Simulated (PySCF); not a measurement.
Vertical excitations of a molecule C2H6BFO2 from PySCF 2.14.0 with TDA-LC-ωPBE/def2-SVPD, as energy in eV (oscillator strength): 8.76 (0.005), 9.30 (0.002), 9.55 (0.028), 9.99 (0.051), 10.00 (0.074), 10.15 (0.022), 10.25 (0.010), 10.33 (0.021), 10.35 (0.040), 10.55 (0.105). Lowest triplet (TDA): 8.51 eV. Coordinates come from a PBE0-D3(BJ)/def2-SVP optimisation. One conformer was computed; it need not be the lowest.

### Question
Which structure fits?
(A) OCB(O)CF
(B) CCOB(O)F
(C) COB(F)CO
(D) C[C@@H](O)B(O)F

### Answer
B, CCOB(O)F
